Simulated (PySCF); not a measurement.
# Basis-set dependence of population analyses: `C#C/C(F)=C(\F)CF`

C5H3F3.
Atom-mapped SMILES: `[CH:1]#[C:2]/[C:3]([F:4])=[C:5](\[F:6])[CH2:7][F:8]` (hydrogens: H9 on C1; H10, H11 on C7)

PBE0 throughout (PySCF), one geometry, spherical d and f functions. Isolated species at its PBE0-D3(BJ)/def2-SVP geometry (one conformer only). The first 7 of 10 kinds of atom are listed.

Mulliken charges (e):

```tsv
basis	functions	C1	C2	C3	F4	C5	F6	C7
STO-3G	43	-0.117	-0.052	+0.058	-0.063	+0.077	-0.056	-0.057
6-31G	78	-0.425	+0.112	+0.251	-0.287	+0.300	-0.287	-0.040
pcSseg-0	78	-0.239	-0.073	+0.313	-0.335	+0.247	-0.333	-0.010
6-31G*	118	-0.505	+0.307	+0.194	-0.295	+0.317	-0.288	-0.033
cc-pVDZ	127	-0.399	+0.536	-0.037	-0.149	+0.040	-0.140	+0.244
def2-SVP	127	-0.353	+0.311	+0.142	-0.197	+0.061	-0.179	+0.313
aug-cc-pVDZ	211	+0.632	+0.076	+0.466	-0.566	+0.694	-0.596	+0.681
6-311+G(2d,p)	234	-0.376	+0.599	+0.006	-0.312	+0.422	-0.319	-0.291
def2-TZVP	266	-0.069	0.000	+0.016	-0.177	+0.157	-0.161	+0.002
cc-pVTZ	282	-0.232	+0.013	+0.202	-0.151	+0.096	-0.131	+0.122
IGLO-III	310	-0.106	-0.100	+0.266	-0.243	+0.235	-0.221	-0.009
pcSseg-2	330	-0.117	+0.001	+0.231	-0.248	+0.220	-0.236	+0.279
```

IAO charges (e):

| basis | functions | C1 | C2 | C3 | F4 | C5 | F6 | C7 |
| --- | --- | --- | --- | --- | --- | --- | --- | --- |
| STO-3G | 43 | -0.139 | -0.066 | +0.069 | -0.078 | +0.093 | -0.068 | -0.119 |
| 6-31G | 78 | -0.164 | -0.049 | +0.211 | -0.238 | +0.225 | -0.228 | -0.024 |
| pcSseg-0 | 78 | -0.152 | -0.053 | +0.200 | -0.228 | +0.212 | -0.216 | -0.022 |
| 6-31G* | 118 | -0.169 | -0.052 | +0.227 | -0.248 | +0.247 | -0.238 | +0.015 |
| cc-pVDZ | 127 | -0.176 | -0.050 | +0.226 | -0.248 | +0.248 | -0.238 | +0.013 |
| def2-SVP | 127 | -0.166 | -0.050 | +0.225 | -0.249 | +0.247 | -0.238 | +0.018 |
| aug-cc-pVDZ | 211 | -0.178 | -0.048 | +0.235 | -0.258 | +0.256 | -0.248 | +0.013 |
| 6-311+G(2d,p) | 234 | -0.178 | -0.047 | +0.235 | -0.259 | +0.256 | -0.249 | +0.012 |
| def2-TZVP | 266 | -0.179 | -0.048 | +0.237 | -0.259 | +0.258 | -0.249 | +0.016 |
| cc-pVTZ | 282 | -0.181 | -0.048 | +0.236 | -0.258 | +0.257 | -0.247 | +0.014 |
| IGLO-III | 310 | -0.179 | -0.048 | +0.236 | -0.260 | +0.258 | -0.250 | +0.013 |
| pcSseg-2 | 330 | -0.178 | -0.048 | +0.237 | -0.260 | +0.257 | -0.249 | +0.015 |

Hirshfeld charges (e):

```tsv
basis	functions	C1	C2	C3	F4	C5	F6	C7
STO-3G	43	-0.079	-0.073	+0.048	-0.024	+0.029	-0.014	+0.063
6-31G	78	-0.066	-0.061	+0.077	-0.072	+0.066	-0.070	+0.033
pcSseg-0	78	-0.061	-0.066	+0.072	-0.066	+0.066	-0.064	+0.028
6-31G*	118	-0.076	-0.061	+0.072	-0.066	+0.066	-0.061	+0.029
cc-pVDZ	127	-0.073	-0.064	+0.064	-0.053	+0.059	-0.050	+0.014
def2-SVP	127	-0.070	-0.062	+0.070	-0.061	+0.067	-0.058	+0.016
aug-cc-pVDZ	211	-0.067	-0.060	+0.071	-0.065	+0.066	-0.062	+0.009
6-311+G(2d,p)	234	-0.065	-0.062	+0.070	-0.067	+0.066	-0.064	+0.015
def2-TZVP	266	-0.069	-0.060	+0.071	-0.065	+0.067	-0.062	+0.011
cc-pVTZ	282	-0.071	-0.061	+0.070	-0.062	+0.067	-0.059	+0.010
IGLO-III	310	-0.068	-0.060	+0.071	-0.065	+0.067	-0.062	+0.009
pcSseg-2	330	-0.068	-0.059	+0.073	-0.067	+0.069	-0.064	+0.009
```

Question: Which scheme is steadiest as the basis changes?

Answer: Largest range over the bases for any column: Hirshfeld 0.06 e, IAO 0.18 e, Mulliken 1.14 e. Hirshfeld charges move least and Mulliken charges most, counted in e. Without the minimal STO-3G basis the ranges are Hirshfeld 0.02, IAO 0.05, Mulliken 1.14 e.

Question: How much do the charges still move between the two largest bases, IGLO-III and pcSseg-2?

Answer: At most, over all atoms: Mulliken 0.287 e, IAO 0.002 e, Hirshfeld 0.002 e.

Question: What do the same runs give for the total energy, the frontier levels and the dipole moment?

Answer: 
```
        basis  energy (Eh)  HOMO (eV)  LUMO (eV)  μ (D)
       STO-3G    -484.5766      -3.99       2.12   0.77
        6-31G    -491.1069      -7.23      -1.27   2.10
     pcSseg-0    -490.1076      -7.48      -1.53   2.12
       6-31G*    -491.2141      -6.94      -1.04   1.65
      cc-pVDZ    -491.2566      -7.11      -1.22   1.63
     def2-SVP    -490.8589      -7.23      -1.34   1.69
  aug-cc-pVDZ    -491.2949      -7.36      -1.55   1.75
6-311+G(2d,p)    -491.3862      -7.39      -1.59   1.79
    def2-TZVP    -491.4348      -7.33      -1.49   1.70
      cc-pVTZ    -491.4108      -7.27      -1.42   1.66
     IGLO-III    -491.4413      -7.36      -1.55   1.74
     pcSseg-2    -491.4316      -7.38      -1.55   1.76
```

The dipole is fixed by the density alone, so its range of 1.35 D shows that the density itself changes with the basis, not only its division among atoms.
